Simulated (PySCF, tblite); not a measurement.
Isomers of C5H2F2O2, one GFN2-xTB conformer each. Single-point energies are computed at PBE0/pcSseg-1 (PySCF, gas phase, no added dispersion term), electronic only.

Question: Rank them by PBE0/pcSseg-1 energy, lowest first (kJ/mol).
A. `[O:1]=[C:2]([F:3])[c:4]1[o:5][cH:6][cH:7][c:8]1[F:9]` with O1–C2–C4–O5 180°
B. `[O:1]=[C:2]([F:3])[c:4]1[cH:5][c:6]([F:7])[cH:8][o:9]1` with O1–C2–C4–C5 0°

Answer: A (0.0), B (0.8).

Neighbours under 10 kJ/mol apart (O=C(F)c1occc1F and O=C(F)c1cc(F)co1) can change places with a better method, another conformer or zero-point energy. GFN2-xTB itself gives, in the same order: 1.0, 0.0. GFN2-xTB puts O=C(F)c1cc(F)co1 lowest instead.

Q: Which frontier levels, dipoles and rotational constants go with these structures?

A: 
```
          SMILES  HOMO (eV, PBE0/pcSseg-1)  LUMO (eV)  dipole (D)      A, B, C (MHz)
  O=C(F)c1occc1F                     -7.85      -1.96        5.01  2704, 1543, 982.4
O=C(F)c1cc(F)co1                     -7.80      -2.21        3.06  4596, 1001, 822.1
```

Q: What happens when harmonic zero-point energies from GFN2-xTB frequencies are added?

A: 
```tsv
SMILES	ZPE (kJ/mol)	electronic (kJ/mol)	with ZPE (kJ/mol)
O=C(F)c1occc1F	162.5	0.0	0.0
O=C(F)c1cc(F)co1	162.1	0.8	0.4
```

The zero-point energies span 0.4 kJ/mol. The order is unchanged.

Q: As an exercise, what shares would exp(−E/RT) give at 1000 K from these electronic energies alone (no entropy, no degeneracies)?

A: RT = 8.314 kJ/mol: O=C(F)c1occc1F 52.5 %, O=C(F)c1cc(F)co1 47.5 %.
